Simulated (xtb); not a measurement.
Harmonic IR lines of one isomer of C$_{2}$H$_{8}$Si$_{2}$, unscaled. Level of theory: GFN2-xTB run with xtb.

```csv
wavenumber (cm⁻¹),relative intensity
457,11
496,6.5
532,11
544,37
646,14
732,46
744,22
781,41
793,73
804,94
919,10
1016,4.0
1037,3.7
1108,19
1225,10
2219,100
2235,74
2241,58
2343,72
2358,86
2990,9.0
3050,6.6
3056,11
```

Q: Identify which structure gives these lines.
A. `CC1[SiH2][SiH2]1`
B. `[SiH3][C@@H]1C[SiH2]1`
C. `[SiH3]/C=C/[SiH3]`
D. `C/[SiH]=C\[SiH3]`

A: B, `[SiH3][C@@H]1C[SiH2]1`
